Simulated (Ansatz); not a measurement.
These are frozen-core CCSD(T)/cc-pVTZ // TPSSh-D3(BJ)/def2-TZVP (Ansatz, a program for electronic structure) values and carry that method's errors. The restricted HF reference is unstable towards unrestricted orbitals.

Ansatz 0.2 input:
```yaml
crystal:
  periodic: [false, false, false]
  atoms:
    - { symbol: C, position_ang: [-1.367097, 1.265651, -0.047871] }
    - { symbol: C, position_ang: [-0.588244, 0.256597, 0.357038] }
    - { symbol: C, position_ang: [0.56531, -0.214752, -0.381143] }
    - { symbol: C, position_ang: [1.362264, -1.21466, -0.006673] }
    - { symbol: F, position_ang: [1.159222, -1.903139, 1.136388] }
    - { symbol: H, position_ang: [-2.221496, 1.588013, 0.53378] }
    - { symbol: H, position_ang: [-1.171821, 1.797861, -0.973074] }
    - { symbol: H, position_ang: [-0.811719, -0.254539, 1.287978] }
    - { symbol: H, position_ang: [0.816856, 0.273069, -1.317045] }
    - { symbol: H, position_ang: [2.226079, -1.576075, -0.548825] }
basis:
  gaussian: { orbitals: cc-pVTZ }
correlation:
  method: ccsd_t
```

Output:

```
Functional definition: HF
1277 factors; integrals over basis functions are off by at most 7.8e-4 eV
mean field evaluation 1: about -6904.5841 eV, gradient 3.4e1 eV
mean field evaluation 2: about -6904.8674 eV, gradient 3.4e1 eV
mean field evaluation 4: about -6907.9635 eV, gradient 4.3e0 eV
mean field evaluation 8: about -6908.0296 eV, gradient 2.9e-1 eV
mean field evaluation 16: about -6904.5839 eV, gradient 3.4e1 eV
mean field -6908.03029115 eV, -253.8654307687 hartree, gradient 4.3e-6 eV, S^2 0.000000; 0 other end points of the search recorded, 0 dependent functions left out; unrestricted orbitals would lower it
5 core orbitals not correlated
reference -6908.03029115 eV, -253.8654307687 hartree; 14, 14 occupied and 201, 201 virtual orbitals, 1277 factors
second order -24.24299935 eV of doubles, -0.00000000 eV of singles
cycle   1  -24.34576299 eV  change   -1.0e-1 eV  update   1.1e-1
cycle   2  -24.92778663 eV  change   -5.8e-1 eV  update   3.5e-2
cycle   3  -25.07976320 eV  change   -1.5e-1 eV  update   1.8e-2
cycle   4  -25.07174767 eV  change    8.0e-3 eV  update   5.0e-3
cycle   5  -25.07025091 eV  change    1.5e-3 eV  update   2.2e-3
cycle   6  -25.07168548 eV  change   -1.4e-3 eV  update   6.5e-4
cycle   7  -25.07168163 eV  change    3.8e-6 eV  update   3.1e-4
cycle   8  -25.07149240 eV  change    1.9e-4 eV  update   1.3e-4
cycle   9  -25.07152019 eV  change   -2.8e-5 eV  update   5.5e-5
cycle  10  -25.07153253 eV  change   -1.2e-5 eV  update   1.6e-5
perturbative correction -1.08795021 eV, -0.0399814327 hartree
Total energy: -6934.18977389 eV, -254.8267740279 hartree
```

Cost: about 2.8 core-minutes (a rough figure).
